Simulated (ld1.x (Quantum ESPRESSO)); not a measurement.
# platinum (Pt): one change to an ultrasoft potential, before and after

| Item | Value |
| --- | --- |
| Element | Pt |
| Generator | ld1.x (Quantum ESPRESSO) 7.5 |
| Type | ultrasoft |
| Functional | LDA (PZ) |
| Relativity | fully relativistic |
| Frozen core | [Xe] 4f14 |
| Valence charge | 10 |
| Reference configuration | 5d9 6s0 6p0 (charge +1) |
| Partial waves | 6s (bound, empty): rcut 2.25, rcutus 2.75 bohr; 6s channel at -0.35 Ry: rcut 2.25, rcutus 2.75 bohr; 6p (bound, empty): rcut 2.55, rcutus 2.85 bohr; 6p channel at 1.35 Ry: rcut 2.55, rcutus 2.85 bohr; 5d (bound): rcut 1.25, rcutus 1.55 bohr; 5d channel at -0.65 Ry: rcut 1.25, rcutus 1.55 bohr |
| Local potential | all-electron potential smoothed inside 2.25 bohr (lloc = -1) |
| Core correction | a·sin(br)/r model core inside 1.15 bohr |
| Augmentation charge | PSQ, radius 1.40 bohr |

Open shells are filled in proportion to 2j + 1 (rel_dist='average').

Change: all radii but the core radius scaled by about 0.83 (s 2.28, p 2.38, d 1.28 bohr, rcut 1.88/2.12/1.04); local potential all-electron potential smoothed inside 1.88 bohr (lloc = -1); augmentation PSQ, radius 1.16 bohr.

Cutoffs: the cutoffs (Ry, on a coarse ladder) from which the occupation-weighted sum of valence levels, in a spherical-Bessel basis at the reference potential, stays within 10 and 1 mRy of its value at 400 Ry; they do not see the model core or the augmentation charge, which bear on the density cutoff. Errors are all-electron minus pseudo energies relative to the spin-unpolarised reference configuration.

Q: How do hardness, ghosts and transferability respond?

A: The potential gets harder (45 Ry and 80 Ry → 60 Ry and 110 Ry); a bound ghost appears in p, s, which as a rule spoils a file; the number of tests that count goes from 7 to 4 (the test run of the changed file stopped, so its transferability is not established); of the 4 tests that both files solve, the error grows in 1 and shrinks in 0 by more than 15 % and 0.3 meV (median size 129.1 → 127.9 meV). A smaller radius makes the pseudo-wave follow the all-electron one further in, where it bends more sharply, so more plane waves are needed.

```csv
quantity,base,changed
"cutoff, loose",45 Ry,60 Ry
"cutoff, tight",80 Ry,110 Ry
bound ghosts,none,"p3/2, s"
"tests counted (converged, no solver errors)",7 of 7,4 of 7 (the test run stopped)
"error for 5d9 6s1 6p0, meV [ΔE -9.56 eV]",-6.6,+31
"error for 5d8 6s0 6p0, meV [ΔE 20.28 eV]",-37,-37
"error for 5d7 6s0 6p0, meV [ΔE 52.79 eV]",-221,-219
"error for 5d6 6s0 6p0, meV [ΔE 98.72 eV]",-677,-674
lowest overlap eigenvalue by channel,"s 0.30, p1/2 0.51, p3/2 0.51, d3/2 0.97, d5/2 0.96","s 0.42, p1/2 0.52, p3/2 0.64, d3/2 0.83, d5/2 0.82"
```

Changed file: These tests converged, but a pseudo level misses the all-electron one widely, so the file describes the atom poorly there or has found another state: 5d8 6s0 6p0: empty 6s by 4.5 eV (a node warning on the way). A true bound ghost makes a file unfit for plane-wave use even where its test errors are small: the radial tests pick states by their node count and pass the ghost by.
